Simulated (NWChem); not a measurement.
**How basis sets differ on GeNH3 (SMILES [NH2][GeH])**

The species is GeNH3 (5 atoms), meant as a singlet with charge 0. SMILES: `[NH2][GeH]`. Geometry: relaxed at PBE0-D4/def2-TZVP. This is one conformer, not always the lowest.

```xyz
5

N    -0.0841   -0.6022    0.0974
Ge    0.9888    0.8534    0.2598
H     0.1806   -1.5020    0.4653
H    -0.9850   -0.6201   -0.3525
H    -0.0503    1.7972   -0.5113
```

Each level gives the dipole moment (D). The values are calculated.

```csv
level,kind,program,value (D)
wB97X/STO-3G,range-separated hybrid,NWChem,1.87
wB97X/3-21G,range-separated hybrid,NWChem,2.23
wB97X/6-31G,range-separated hybrid,NWChem,1.86
wB97X/6-31G* (spherical functions),range-separated hybrid,NWChem,1.85
wB97X/6-31G** (spherical functions),range-separated hybrid,NWChem,1.83
wB97X/6-311G**,range-separated hybrid,NWChem,1.68
```

All-electron rows without a relativistic Hamiltonian named are non-relativistic. The values span 1.68 to 2.23 D. Magnitudes only. Sets without polarisation functions give poor dipoles. Without the sets that lack polarisation functions the rows with a basis span only 1.68 to 1.85 D.
